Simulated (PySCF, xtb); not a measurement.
Sn(Cl)2(Br)(NH2) (BrCl2H2NSn), SMILES [NH2][Sn]([Cl])([Cl])[Br]. One conformer was computed; it need not be the lowest.

Harmonic wavenumbers (cm⁻¹) from GFN2-xTB in xtb 6.7.1 at its own minimum, in rising order: 64, 81, 88, 93, 106, 111, 198, 295, 328, 449, 735, 749, 1441, 3358, 3391.

**Question.** What does r2SCAN-D4/def2-SVP (PySCF) give at its own minimum? (The exact figures need the calculation; the answer reports its results.)

**Answer.** 44, 91, 100, 115, 139, 160, 256, 374, 394, 552, 670, 874, 1526, 3487, 3595. Paired by order, the mean absolute difference is 71 cm⁻¹ and the zero-point energies are 16.4 and 17.7 kcal/mol.
